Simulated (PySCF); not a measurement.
Below is a simulated gas-phase C 1s photoelectron spectrum of `C=C[SiH2][SiH2][SiH3]`.

Every computed line was given a Gaussian of 0.4 eV full width at half maximum and an area set by the number of equivalent atoms; the highest printed point is 100. Level of theory: delta-SCF UKS SCAN, pcX-2 on the ionised atom, pcseg-1 elsewhere, spin-free X2C (PySCF).

```csv
binding energy (eV),intensity
289.6,1
289.7,3
289.8,10
289.9,28
290.0,56
290.1,85
290.2,100
290.3,91
290.4,64
290.5,34
290.6,13
290.7,4
290.8,1
290.9,0
```

Q: Count the maxima, the lines and the sites behind this envelope.

A: The curve has 1 maximum (at 290.2 eV). Under it lie 2 lines from 2 inequivalent carbon sites. At this width some lines have no maximum of their own.

Q: Decompose the envelope and assign each component. Numbering: `[CH2:1]=[CH:2][SiH2:3][SiH2:4][SiH3:5]`.

A: 
| position (eV) | relative area | line | atoms | environment |
| --- | --- | --- | --- | --- |
| 290.12 | 1 | C 1s | C2 | alkene CH carbon |
| 290.30 | 1 | C 1s | C1 | terminal =CH2 carbon |

Q: What are the centre and the root-mean-square width of the whole band?

A: The area-weighted mean of the lines is 290.21 eV. Their own spread about it is 0.09 eV (rms) and each Gaussian has σ = 0.4/2.355 = 0.17 eV; the variances add, which gives 0.19 eV.

Q: Above which line width would these two lines show one maximum?

A: Two equal Gaussians merge once their distance is under 2σ = FWHM/1.177. With 0.18 eV between them that is a full width over 0.21 eV.

The 2 C 1s values lie within 0.18 eV of each other; Gaussian lines of 0.5 eV full width would blend them into one maximum.

The curve has no shake-up lines and no vibrational structure. Geometry: PBE0-D3(BJ)/def2-SVP, one conformer, isolated molecule.

Shape of the structure used: `[CH2:1]=[CH:2][SiH2:3][SiH2:4][SiH3:5]`: C1–C2–Si3–Si4 -110°, C2–Si3–Si4–Si5 180°.
